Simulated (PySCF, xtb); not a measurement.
Ti(Cl)3(OMe) (CH3Cl3OTi), SMILES [Cl][Ti]([O]C)([Cl])[Cl], multiplicity 1. The values are those of a single conformer.

Harmonic wavenumbers (cm⁻¹) from GFN2-xTB (xtb) at its own minimum, in rising order: 29, 47, 48, 121, 121, 129, 179, 179, 339, 423, 423, 574, 1121, 1121, 1210, 1392, 1441, 1442, 2895, 2896, 2907.

### Question
What does PBE0-D3(BJ)/def2-SVP (PySCF) give at its own minimum? (An estimate is asked for; the answer gives what the named calculation found.)

### Answer
36, 36, 61, 116, 116, 134, 227, 227, 390, 499, 499, 664, 1157, 1157, 1268, 1457, 1457, 1460, 3044, 3152, 3152. Paired by order, the mean absolute difference is 63 cm⁻¹ and the zero-point energies are 27.2 and 29.0 kcal/mol.
